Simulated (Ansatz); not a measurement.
Reaction (substitution at a C–N bond): `C[N]=[Ta]([NH2])([NH2])[NH2]` + `[OH][GeH2][SeH]` → `C[O][GeH2][SeH]` + `[NH]=[Ta]([NH2])([NH2])[NH2]`

Program: Ansatz. Geometries: PBE0-D4/def2-TZVP. ΔE: electronic, gas phase. CBS: MP2 limit from def2 TZ/QZ plus the TZ coupled-cluster correction, frozen cores. Functionals use def2-TZVPP. B3LYP here is the variant with VWN-RPA as its local correlation; programs differ in this. Elements past krypton have def2 core potentials. For Ge, Se, Ta outer-core shells are correlated without core-valence functions, which leaves a few kJ/mol of doubt a bond. Scalar relativity is left out up to krypton. Each species was taken in one conformer, which may not be the lowest.

`C[N]=[Ta]([NH2])([NH2])[NH2]`:

```xyz
15

C    -1.731    1.770    0.706
N    -0.779    0.796    0.318
Ta    0.412   -0.421   -0.168
N     0.407   -0.532   -2.168
N     2.205    0.159    0.509
N    -0.124   -2.172    0.644
H    -2.684    1.308    0.992
H    -1.379    2.356    1.565
H    -1.940    2.475   -0.108
H     1.197   -0.835   -2.719
H    -0.295   -0.138   -2.776
H     2.431    1.077    0.861
H     2.965   -0.475    0.712
H    -0.809   -2.296    1.373
H     0.124   -3.073    0.260
```

`[OH][GeH2][SeH]`:

Cartesian coordinates in Å:
```
O 0.456 1.085 -1.104
Ge 0.578 -0.141 0.177
Se -1.536 -0.610 1.095
H -0.077 1.837 -0.835
H 1.189 -1.352 -0.531
H 1.416 0.372 1.360
H -2.025 -1.191 -0.162
```

`C[O][GeH2][SeH]`:

```xyz
10

C     0.688   -0.205    1.435
O    -0.386   -0.715    0.680
Ge   -1.012    0.242   -0.676
Se    0.662    0.649   -2.279
H     0.934   -0.939    2.205
H     1.579   -0.039    0.817
H     0.430    0.740    1.931
H    -1.437    1.637   -0.181
H    -2.151   -0.610   -1.238
H     0.693   -0.759   -2.695
```

`[NH]=[Ta]([NH2])([NH2])[NH2]`:

Cartesian coordinates in Å:
```
N -0.448 1.501 -1.170
Ta -0.042 0.141 -0.110
N 1.943 -0.086 -0.081
N -0.911 -1.513 -0.820
N -0.716 0.536 1.730
H -0.677 2.274 -1.772
H 2.410 -0.965 0.091
H 2.610 0.590 -0.420
H -1.179 -2.301 -0.248
H -1.316 -1.608 -1.738
H -0.307 0.163 2.575
H -1.368 1.268 1.964
```

| level | ΔE (kJ/mol) | difference from CCSD(T)/CBS |
| --- | --- | --- |
| B3LYP-D4 | 32.5 | -2.1 |
| ωB97X-V | 30.1 | -4.5 |
| ωB97M-V | 30.7 | -3.9 |
| B2PLYP | 37.2 | 2.6 |
| r2SCAN | 34.8 | 0.2 |
| HF/def2-TZVPP | 27.7 | -6.9 |
| SCS-MP2/def2-TZVPP | 39.9 | 5.3 |
| CCSD/def2-TZVPP | 33.9 | -0.7 |
| MP2/def2-QZVPP | 43.7 | 9.1 |
| HF/CBS(def2) | 27.3 | -7.3 |
| CCSD(T)/CBS | 34.6 | 0 |

Largest T1 diagnostic among the species: 0.018.

In def2-TZVPP, CCSD(T) changes the Hartree–Fock value by +7.4 kJ/mol (the triples alone add +1.1 kJ/mol) and MP2 by +16.4 kJ/mol.
